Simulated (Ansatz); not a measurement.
AlBH₄SSi, SMILES `[BH2][Al]1[SiH2][S]1`. The species carries charge 0 and has multiplicity 1.

```xyz
8

B    -0.980   -1.628   -1.473
Al   -0.215   -0.222   -0.115
Si    1.081    1.379    0.990
S    -0.805    0.646    1.806
H    -1.689   -1.298   -2.378
H    -0.693   -2.787   -1.397
H     2.244    1.073    1.864
H     1.057    2.837    0.702
```

Problem. List the harmonic frequencies (cm⁻¹, unscaled) at PBE0-D4/def2-TZVP in Ansatz. (An estimate is asked.)

Solution. Computed: 94, 114, 193, 357, 385, 432, 491, 540, 598, 643, 671, 840, 947, 1135, 2207, 2220, 2584, 2674.

Problem. Is this a minimum?

Solution. Yes, all 18 modes are real.

Problem. Give the ideal-gas thermochemistry at 298.15 K and 1 bar (rigid rotor, harmonic oscillator; point group Cs, symmetry number 1).

Solution. Zero-point energy 102.4 kJ/mol; H(298) − E = 122.8 kJ/mol; entropy 341.2 J/(mol·K), of which translation 166.5, rotation 112.9, vibration 61.8; G(298) − E = 21.0 kJ/mol. Modes under 100 cm⁻¹ are hindered rotations or soft bends, so the harmonic entropy is rough.
